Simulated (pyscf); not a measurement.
Optimised with ωB97X-D3(BJ)/def2-SVP in PySCF. MP2 and CC: frozen core, UHF for open shells. ΔMP2 is the change of the MP2 total energy from the triple- to the quadruple-zeta basis.

Question: Estimate the classical barrier height and the reaction energy of SnH₂ [singlet] + SnH₄ → H₃Sn–SnH₃ at CCSD(T)/def2-TZVPP + ΔMP2(QZVPP). The step runs on the singlet surface, breaks H–Sn and forms Sn–Sn, H–Sn; take the separated reactants as zero.

Answer: ΔE‡ = -0.05 eV, ΔE = -1.55 eV. Zero-point energy shifts the barrier by +0.07 eV. It is an insertion, with an imaginary mode of 438i cm⁻¹. On the reactant side the descent ends in an adduct with a Sn–Sn contact, 0.47 eV under the separated species and 0.28 eV under the saddle at ωB97X-D3(BJ)/def2-TZVP. At CCSD(T) the saddle lies under the separated reactants, which points to a path from their complex (located at ωB97X-D3(BJ) alone). What is counted as formed (Sn–Sn) is already present as a longer contact in the reactant adduct; forming that adduct is a step of its own. At ωB97X-D3(BJ)/def2-TZVP the barrier from the zero used here is -0.19 eV. One saddle was located; it need not be the lowest between these sides. The CCSD(T) − MP2 part came from Ansatz, without density fitting, on the same reference. The frozen core leaves the outer d or s,p core shells of the metals and heavy elements correlated in the MP2 and CC values, and def2-TZVPP describes them poorly, which can shift differences by a few kcal/mol. Elements past Kr carry the def2 core potentials, without spin-orbit coupling.
